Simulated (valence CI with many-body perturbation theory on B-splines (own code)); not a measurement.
Results of a calculation; reference values are marked as such.
## Hyperfine factors and g values of Os62+

Level of theory: relativistic CI+MBPT: four valence electrons over a frozen Dirac-Fock core [Ne], radial functions for each j: 11 s, 11 p, 9 d, 7 f, 5 g, 2 h, 1 i, with the one-electron correlation potential Σ1, the two-electron term Σ2, the three-electron term Σ3, Breit, model QED; selected CI, second order for the rest (own B-spline code, finite nucleus).

No measured spectrum was set against this ion. As an estimate, large intervals hold to a few tenths of a per cent, small ones and those within an open d or f shell to about a per cent.

A/g_I is the dipole constant over the nuclear g factor μ/I (μ in nuclear magnetons, uniformly magnetised nucleus), B/Q the quadrupole constant per barn. Both hold the static response of the core; the bare values leave it out. Large factors of s and p1/2 electrons are usually good to 5 to 10 %; those of open d and f shells near neutrality can be off by tens of per cent, and small factors of p3/2, d and f electrons come from cancelling terms and can be off by a factor of two or in sign, in half-filled shells by more. B is blank for J = 1/2, where it vanishes, and for nearly pure S terms. Energies count from the lowest level. Levels with J = 0 are left out.

Levels are named by their leading jj configuration (3d3/2^4 stands for four electrons in 3d with j = 3/2), which in mixed levels can hold well under half, so a name can repeat and another be missing. Letters in brackets count levels of one name in rising energy.

| Level | E (× 10³ cm⁻¹) | g | A/g_I (MHz) | A/g_I bare | B/Q (MHz/b) | B/Q bare |
| --- | --- | --- | --- | --- | --- | --- |
| (3s^2 3p1/2 3p3/2) J=1 | 3197.4 | 1.488 | -246000 | -238000 | 238000 | 235000 |
| (3s^2 3p1/2 3p3/2) J=2 | 3274.7 | 1.160 | 719000 | 709000 | 445000 | 439000 |
| (3s 3p1/2^2 3p3/2) J=2 | 4619.2 | 1.518 | 1760000 | 1730000 | 446000 | 440000 |
| (3s 3p1/2^2 3p3/2) J=1 | 4847.3 | 1.047 | -1160000 | -1130000 | 244000 | 241000 |
| (3s^2 3p1/2 3d3/2) J=2 | 5034.2 | 0.752 | 641000 | 634000 | 96200 | 98400 |
| (3s^2 3p1/2 3d3/2) J=1 | 5403.8 | 0.880 | -559000 | -541000 | 77300 | 77800 |
| (3s^2 3p1/2 3d5/2) J=2 | 5940.1 | 1.283 | -254000 | -245000 | 69600 | 71500 |
| (3s^2 3p1/2 3d5/2) J=3 | 5950.5 | 1.103 | 405000 | 401000 | 74700 | 77300 |
| (3s 3p1/2^2 3d3/2) J=1 | 6491.5 | 0.444 | -1460000 | -1420000 | 40200 | 41400 |
| (3s^2 3p3/2^2) J=2 | 6526.9 | 1.281 | 469000 | 464000 | 38000 | 38000 |
| (3s 3p1/2^2 3d3/2) J=2 | 6558.1 | 1.152 | 1450000 | 1430000 | 71200 | 72900 |
| (3s 3p1/2^2 3d5/2) J=3 | 7356.1 | 1.341 | 1120000 | 1100000 | 74000 | 76600 |
| (3s 3p1/2^2 3d5/2) J=2 | 7472.6 | 1.026 | -989000 | -963000 | 55600 | 58000 |
| (3s 3p1/2 3p3/2^2) J=2 [a] | 7741.0 | 1.527 | 1130000 | 1110000 | 92800 | 91500 |
| (3s 3p1/2 3p3/2^2) J=3 | 7896.8 | 1.310 | 1530000 | 1510000 | 21700 | 21500 |
| (3s 3p1/2 3p3/2^2) J=2 [b] | 8113.6 | 1.083 | 169000 | 170000 | -24000 | -23500 |
| (3s 3p1/2 3p3/2^2) J=1 [a] | 8116.9 | 1.268 | 1260000 | 1240000 | -329000 | -325000 |
| (3s 3p1/2 3p3/2^2) J=1 [b] | 8212.3 | 1.338 | 1080000 | 1070000 | 253000 | 250000 |
| (3s^2 3p3/2 3d3/2) J=3 | 8541.9 | 1.079 | 224000 | 225000 | 520000 | 517000 |
| (3s^2 3p3/2 3d3/2) J=2 | 8582.3 | 1.057 | 28600 | 33100 | -34800 | -34400 |
| (3s^2 3p3/2 3d3/2) J=1 | 8586.1 | 1.116 | 284000 | 283000 | -232000 | -231000 |
| (3s^2 3p3/2 3d5/2) J=4 | 9083.1 | 1.237 | 121000 | 122000 | 581000 | 577000 |
| (3s^2 3p3/2 3d5/2) J=2 | 9166.2 | 1.225 | 85900 | 88600 | -307000 | -303000 |
| (3s^2 3p3/2 3d5/2) J=3 | 9353.4 | 1.200 | 137000 | 138000 | -11900 | -9370 |
| (3s^2 3p3/2 3d5/2) J=1 | 9439.7 | 1.071 | -32300 | -27500 | 77900 | 77900 |
| (3s 3p1/2 3p3/2 3d3/2) J=2 [a] | 9446.8 | 1.164 | 443000 | 439000 | -6280 | -6100 |
| (3s 3p1/2 3p3/2 3d3/2) J=1 [a] | 9527.0 | 1.128 | 647000 | 640000 | -218000 | -217000 |
| (3s 3p1/2 3p3/2 3d3/2) J=3 [a] | 9573.2 | 1.127 | 1000000 | 984000 | 149000 | 148000 |
| (3s 3p1/2 3p3/2 3d3/2) J=2 [b] | 9615.6 | 1.188 | 568000 | 562000 | -48100 | -48000 |
| (3s 3p1/2 3p3/2 3d3/2) J=4 | 9716.5 | 1.154 | 1200000 | 1180000 | 449000 | 446000 |
| (3s 3p1/2 3p3/2 3d3/2) J=2 [c] | 9832.1 | 0.909 | 727000 | 716000 | -157000 | -154000 |
| (3s 3p1/2 3p3/2 3d3/2) J=3 [b] | 9888.0 | 1.259 | 1040000 | 1030000 | 409000 | 405000 |
| (3s 3p1/2 3p3/2 3d3/2) J=1 [b] | 9925.3 | 1.688 | 2520000 | 2470000 | 158000 | 156000 |
| (3s 3p1/2 3p3/2 3d3/2) J=2 [d] | 9944.7 | 1.368 | 1130000 | 1110000 | 140000 | 137000 |

Q: Take the isotope of mass number 189, with I = 3/2, μ = 0.6576 μN and Q = 0.86 b. What is the hyperfine structure of (3s^2 3p1/2 3d5/2) J=3?

A: From the table A = 177000 MHz, B = 64200 MHz. Shifts from the centre of gravity in MHz: F = 3/2: -1020000, F = 5/2: -629000, F = 7/2: -32100, F = 9/2: 813000.
